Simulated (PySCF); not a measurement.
## Ionisation energy of N(3+) by level of theory

N(3+) [He] 2s2 → N(4+) [He] 2s1 [2s1/2^1, M_J = 1/2], as a difference of total energies. Calculation: PySCF 2.14, in x2c-TZVPPall-2c; the two-component X2C-1e Hamiltonian. Correlated levels: 1s2 frozen. "Screened" scales the spin-orbit matrix elements by Boettger's factors to mimic the two-electron term; Breit and QED terms are absent.

```csv
method,ionisation energy (eV),error (eV)
GHF (screened spin-orbit),75.018,-2.456
GMP2 (screened spin-orbit),76.357,-1.117
```

Reference: 77.474 eV (measured; NIST Atomic Spectra Database, ionization energies).

Errors of the correlated levels include the incompleteness of this basis and the frozen core.

MP2 underrates the near-degeneracy of ns² with np² in the lower species.
